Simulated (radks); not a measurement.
Spherical quantum dot in the effective-mass picture: electrons in a well V = -V0 / (1 + exp((r - R)/a)) with V0 = 3.88, R = 10.8, a = 1.1, all in effective atomic units (hartree* = m*/eps^2 hartree, bohr* = eps/m* bohr), one dielectric constant everywhere. Calculated with a radial shooting solver with Libxc functionals: non-relativistic Kohn-Sham, PBE, spin-polarised, spherical densities. Levels are named by radial order and angular momentum (1s, 1p, 1d, 2s, ...), and open shells are averaged over m. Results are scaled to m* = 0.605 and eps = 13.8, for which hartree* = 86.45 meV and bohr* = 1.207 nm.

N = 6, configuration 1s2 1p(up 3, down 1). This is the lowest configuration that the search found (a dilute case). Occupied and some empty levels:

level,occupation,eigenvalue (meV),<r> (nm)
1s up,1,-257.91,6.766
1s down,1,-256.42,6.651
1p up,3,-254.52,7.200
1p down,1,-252.87,7.148
1d up,0,-249.04,7.586
1d down,0,-247.30,7.562
1f up,0,-241.89,7.924
1f down,0,-240.10,7.917
2s up,0,-239.62,5.527
2s down,0,-238.94,5.476

Energy (meV): total -1751.95, kinetic 45.915, external -1969.0, Hartree 242.19, exchange-correlation -71.054.

Electron density:

r (nm),n(r) (e/nm^3)
0.289,0.0004465
1.02,0.0005061
1.74,0.0006367
2.47,0.0008473
3.20,0.001138
3.93,0.001492
4.65,0.001869
5.38,0.002191
6.11,0.002358
6.84,0.002275
7.56,0.001916
8.29,0.001357
9.02,0.0007695
9.75,0.0003429
10.5,0.0001184
11.2,0.00003011
11.9,5.478e-06
12.7,6.958e-07
13.4,6.594e-08
14.1,4.787e-09
